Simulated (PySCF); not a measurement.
CH10N2Si2, SMILES NC[SiH2][SiH2]N.

The structure is a stationary point at PBE-D3(BJ)/def2-SVP. The structure was generated by enumeration, and PubChem lists no compound with its InChIKey, so it may never have been made. Other conformers were not sampled.

Level of theory: PBE-D3(BJ)/def2-SVP (PySCF).

Frequencies are harmonic and unscaled.

```
mode  ν (cm⁻¹)  IR (km/mol)  moving atoms (share of kinetic energy)
----  --------  -----------  --------------------------------------
1           41          0.4                 N 43 %, H 30 %, Si 25 %
2           70          1.9                 N 44 %, Si 35 %, H 20 %
3           94          3.9         H 48 %, C 20 %, N 19 %, Si 13 %
4          135         24.5                                  H 96 %
5          166          5.4          N 39 %, H 30 %, Si 22 %, C 9 %
6          248         26.4         H 59 %, N 18 %, Si 14 %, C 10 %
7          287         22.3         H 66 %, Si 13 %, C 11 %, N 10 %
8          328         13.5                                  H 90 %
9          405          4.2                         Si 79 %, H 17 %
10         494        193.5                 H 71 %, N 18 %, Si 10 %
11         501         50.4                 H 60 %, Si 25 %, N 12 %
12         582          8.3                 H 61 %, C 23 %, Si 13 %
13         610         47.4                                  H 87 %
14         698         57.5                 H 74 %, C 13 %, Si 12 %
15         725        127.9                 H 79 %, C 11 %, Si 10 %
16         780        195.2                 H 68 %, C 15 %, Si 12 %
17         801         12.2                 H 43 %, N 41 %, Si 16 %
18         842        125.6                          H 69 %, N 19 %
19         848        151.4                 H 69 %, Si 14 %, N 13 %
20         873         59.4                                  H 92 %
21         894         55.7                                  H 93 %
22         905         16.8                          H 82 %, N 13 %
23        1053         16.1                                  H 93 %
24        1065          1.8                  C 44 %, N 30 %, H 26 %
25        1204         24.0                          H 79 %, C 19 %
26        1324          0.8                   H 82 %, N 10 %, C 8 %
27        1381          5.4                                  H 93 %
28        1504         25.3                           H 91 %, N 9 %
29        1587         13.1                                  H 93 %
30        2101        122.2                                  H 97 %
31        2112         74.5                                  H 96 %
32        2124        106.5                                  H 97 %
33        2143        140.7                                  H 96 %
34        2966         20.1                                  H 95 %
35        3021          6.5                          H 90 %, C 10 %
36        3400          0.1                                  H 96 %
37        3462         23.4                                  H 96 %
38        3480          1.1                           H 92 %, N 8 %
39        3552         17.5                           H 92 %, N 8 %
```
